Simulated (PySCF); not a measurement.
A structure optimised at PBE-D3(BJ)/def2-SVP, used in a PySCF frequency run:

```xyz
14

B     -0.4113     0.0337     0.0000
C     -0.3727     1.6040     0.0000
C      0.7737     2.3156     0.0000
H     -1.3263     2.1670     0.0000
H      0.7926     3.4191     0.0000
H      1.7505     1.8020     0.0000
O      0.8017    -0.6339     0.0000
C      0.8633    -2.0393     0.0000
H      0.3788    -2.4832    -0.9018
H      1.9274    -2.3509     0.0000
H      0.3788    -2.4832     0.9018
N     -1.6505    -0.6589     0.0000
H     -2.5413    -0.1651     0.0000
H     -1.7494    -1.6728     0.0000
```
Charge 0, spin multiplicity 1.

### Question
Write its SMILES, formula and point group.

### Answer
C=CB(N)OC, C3H8BNO, Cs

### Question
What are its rotational constants (standard atomic weights)?

### Answer
5.6886, 2.5266, 1.7696 GHz
